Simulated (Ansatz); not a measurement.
System: C2H5BCl (charge -1, singlet). It need not be the lowest isomer of its formula. Whether it binds its extra electron was not tested at this geometry. 
Coordinates optimised at B3LYP-D3(BJ)/def2-TZVP (Ansatz, a quantum-chemistry and plane-wave program):
```xyz
9

B      0.0957    -0.4710    -0.2362
Cl     0.0788     1.2484     0.6007
C      1.3434    -1.0662    -0.6211
C     -1.3829    -1.0432    -0.4010
H      1.3811    -2.0451    -1.0997
H      2.3168    -0.6061    -0.4721
H     -1.8939    -1.1485     0.5644
H     -2.0145    -0.3837    -1.0094
H     -1.3697    -2.0285    -0.8808
```
Charge -1, spin multiplicity 1.

Basis-set convergence of Hartree-Fock and CCSD correlation energies (hartree) with Ansatz. Correlated levels leave the core frozen unless marked. Spin-orbit coupling is left out. Non-relativistic.

| basis | functions | E(HF) | E(corr, CCSD) |
|---|---|---|---|
| aug-cc-pV(D+d)Z | 146 | -562.89603 | -0.60069 |
| aug-cc-pV(T+d)Z | 308 | ___ | ___ |

What belongs in the gaps?


- aug-cc-pV(T+d)Z, E(HF): -562.93320
- aug-cc-pV(T+d)Z, E(corr, CCSD): -0.71458
